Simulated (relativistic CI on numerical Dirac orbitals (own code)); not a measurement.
One change at a time: Hf67+

Base calculation: Dirac-Coulomb-Breit CI, orbitals from a KLI potential per configuration, a model potential for QED, unscaled Slater integrals.

Configuration list (outside the closed core 1s2): 2s2 2p, 2s 2p2, 2p3, 2p2 3s, 2p2 3p, 2p2 3d, 2s2 3s, 2s2 3p, 2s2 3d, 2s 2p 3s, 2s 2p 3p, 2s 2p 3d, 2s2 4s, 2s2 4p, 2s2 4d, 2s2 4f. Levels of other configurations are missing.

Variants: (1) valence Slater integrals scaled by 0.9; (2) Breit term removed; (3) only the first 3 configurations. Shifts of the energy above 2s2 2p 2P°_1/2, in eV, for the lowest level and the first level of each name with at least 55 % of one term (blank where a level changes its place among those of its configuration and J or its character, or is not in the variant):

```
           Level     Base  Δ(1)   Δ(2)  Δ(3)
  2s2 2p 2P°_1/2      0.0   0.0    0.0   0.0
  2s2 2p 2P°_3/2   1291.9  +1.0  +16.6  -0.1
   2s 2p2 4P_3/2   1473.8  +6.2   -0.6  -0.4
   2s 2p2 2D_5/2   1514.2  +1.3   +9.3  -0.1
   2s 2p2 2P_1/2   1584.9  -5.1   -1.2  +0.2
   2s 2p2 2D_3/2   1587.0  -5.5   +4.3  +0.3
   2s 2p2 4P_5/2   2783.8  +4.1  +21.4  -0.2
   2s 2p2 2S_1/2   2890.3  -5.6  +11.4  -0.2
   2s 2p2 2P_3/2   2891.2  -6.4  +18.2  +0.3
     2p3 4S°_3/2   3100.3  +2.8   +0.7  -0.2
     2p3 2D°_5/2   3123.3  -0.4  +10.2   0.0
     2p3 2P°_1/2   3179.5  -5.0   -2.5   0.0
   2s2 3s 2S_1/2   9968.3  +1.8  +26.1      
  2s2 3p 2P°_1/2  10054.4  +2.0  +21.3      
2s 2p 3s 4P°_1/2  10141.7  +2.8  +10.4      
2s 2p 3s 4P°_3/2  10169.2   0.0  +15.1      
2s 2p 3s 2P°_1/2  10199.8  -3.0  +12.5      
 2s 2p 3p 4D_1/2  10214.2  +3.9   +5.7      
  2s2 3p 2P°_3/2  10436.2  +1.4  +26.4      
   2s2 3d 2D_3/2  10493.1  +1.4  +29.4      
   2s2 3d 2D_5/2  10594.7  +1.5  +29.5      
2s 2p 3d 4F°_3/2  10652.6  +3.6  +11.6
```

At this charge energies of transitions that change n are usually good to better than 1 %, and those within a shell (Δn = 0) to a few per cent.

Ionisation energy from the two ground configurations alone: base 17675.5 eV; Breit term removed 17706.4 eV. The NIST ASD value (theoretical) is 17680 eV.

LS names give the leading component of a level, which can be under half, so a name can repeat, a term be missing and a line seem to break the LS rules.
